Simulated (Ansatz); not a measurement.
`OP(O)[SeH]` and `OPO` differ in one atom or group.

Ansatz, PBE0-D4/def2-TZVP geometries, multiplicity 1. Each molecule was computed in one conformer, which needn't be the lowest.

Scalar relativity is left out up to krypton.

```
                               property  `OP(O)[SeH]`
     HOMO energy (PBE0/def2-TZVPP) / eV         -6.86
    HOMO–LUMO gap (PBE/def2-TZVPP) / eV          4.66
     LUMO energy (PBE0/def2-TZVPP) / eV         -0.15
    HOMO energy (B3LYP/def2-TZVPP) / eV         -6.67
  HOMO–LUMO gap (B3LYP/def2-TZVPP) / eV          6.27
HOMO–LUMO gap (ωB97M-V/def2-TZVPP) / eV         10.62
```

(1) Give the same properties after the change, and the shifts. (Estimate.)

Answers

(1) The calculation gave: 
```json
{"property": "HOMO energy (PBE0/def2-TZVPP) / eV", "`OPO`": "-7.14", "shift": "-0.28"}
{"property": "HOMO–LUMO gap (PBE/def2-TZVPP) / eV", "`OPO`": "5.11", "shift": "0.45"}
{"property": "LUMO energy (PBE0/def2-TZVPP) / eV", "`OPO`": "0.13", "shift": "0.28"}
{"property": "HOMO energy (B3LYP/def2-TZVPP) / eV", "`OPO`": "-6.97", "shift": "-0.30"}
{"property": "HOMO–LUMO gap (B3LYP/def2-TZVPP) / eV", "`OPO`": "6.78", "shift": "0.51"}
{"property": "HOMO–LUMO gap (ωB97M-V/def2-TZVPP) / eV", "`OPO`": "11.23", "shift": "0.61"}
```

With PBE0 the HOMO falls by 0.28 eV and the LUMO rises by 0.28 eV, so the gap widens by about 0.56 eV. PBE moves the HOMO by -0.19 eV and ωB97M-V by -0.45 eV. The zero-point energy changes by 3.1 kJ/mol with -3 modes.

B3LYP here is the variant with VWN-RPA as its local correlation; programs differ in this.

Spin–orbit coupling is left out; it splits and shifts lone-pair levels of the heavy atoms by tenths of an eV.
